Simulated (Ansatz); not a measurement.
`O[SiH2]/C=C/[SiH3]`, relaxed with RKS PBE0-D4/def2-TZVP in Ansatz from a PBE-D4/def2-SVP geometry. The force threshold is 0.005 eV/Å; the program also tests the step.

The species carries charge 0 and has multiplicity 1.

Start:

```xyz
13

O    -0.073   -2.511   -1.105
Si   -0.181   -1.022   -1.888
C    -0.081    0.382   -0.639
C    -0.053    0.152    0.698
Si    0.053    1.492    2.014
H     0.808   -2.728   -0.753
H    -1.508   -1.030   -2.588
H     0.913   -0.840   -2.914
H    -0.036    1.428   -1.006
H    -0.096   -0.905    1.034
H     1.278    1.299    2.872
H    -1.146    1.445    2.926
H     0.122    2.840    1.348
```

(1) How much energy does the relaxation release, and in how many steps? (Estimate.)

(2) Which bonds change most? (Best estimate.)

(3) Give the relaxed structure. (An estimate is asked.)

Results:

(1) Ansatz gave: 1.71 kcal/mol, in 6 steps.

(2) Ansatz gave: O1–Si2 from 1.686 to 1.648 Å; Si2–H8 from 1.511 to 1.491 Å; Si2–C3 from 1.882 to 1.862 Å; Si5–H12 from 1.508 to 1.488 Å.

(3) Computed: 
```xyz
13

O    -0.069   -2.488   -1.133
Si   -0.176   -1.012   -1.857
C    -0.079    0.360   -0.601
C    -0.051    0.140    0.718
Si    0.050    1.495    1.993
H     0.797   -2.778   -0.844
H    -1.484   -0.990   -2.555
H     0.915   -0.823   -2.856
H    -0.041    1.390   -0.959
H    -0.097   -0.894    1.065
H     1.264    1.331    2.838
H    -1.134    1.460    2.894
H     0.106    2.808    1.298
```
